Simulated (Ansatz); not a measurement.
System: C₆H₁₂, charge 0, multiplicity 1. 
Coordinates optimised at B3LYP-D3(BJ)/def2-TZVP (Ansatz, an electronic-structure program):
SMILES: C(/C)=C(\CC)C
```xyz
18

C      2.5502    -0.1771    -0.0255
C      1.1385    -0.6427    -0.2035
C      0.0217     0.0875    -0.2338
C     -0.0183     1.5844    -0.0976
C     -1.3205    -0.5801    -0.4097
C     -2.2463    -0.4397     0.8042
H      2.9950    -0.6248     0.8686
H      3.1716    -0.4886    -0.8706
H      2.6355     0.9038     0.0707
H      1.0275    -1.7183    -0.3188
H     -0.6057     2.0243    -0.9093
H      0.9697     2.0385    -0.1149
H     -0.5032     1.8830     0.8358
H     -1.8222    -0.1511    -1.2853
H     -1.1681    -1.6399    -0.6246
H     -2.4876     0.6042     1.0104
H     -1.7772    -0.8581     1.6971
H     -3.1869    -0.9675     0.6363
```
Charge 0, spin multiplicity 1.

Quantity: atomisation energy (electronic, to ground-state atoms), in kcal/mol. Valence correlation only, unless marked. UHF or UKS for open shells. No spin-orbit coupling. Non-relativistic unless marked X2C. The coupled-cluster limit lacks core correlation, which all-electron functionals hold. Basis-set limits of correlation are two-point, X^-3; Hartree-Fock from the larger set.

```csv
level,program,atomisation energy (kcal/mol)
HF/cc-pVDZ,Ansatz,1309.1
HF/aug-cc-pVTZ,Ansatz,1326.7
PBE-D3(BJ)/def2-TZVPD,Ansatz + dftd3,1780.0
PBE0/6-31G*,Ansatz,1759.2
BHLYP-D3(BJ)/def2-TZVPD,Ansatz + dftd3,1712.0
BHLYP/def2-TZVPD,Ansatz,1700.8
r2SCANh-D4/def2-TZVPD,Ansatz + dftd4,1742.9
```

**Question.** Predict the CCSD(T)/CBS(cc-pVTZ,cc-pVQZ) result (Ansatz).

**Answer.** 1744.4 kcal/mol, so r2SCANh-D4/def2-TZVPD differs from it by -1.5 kcal/mol.
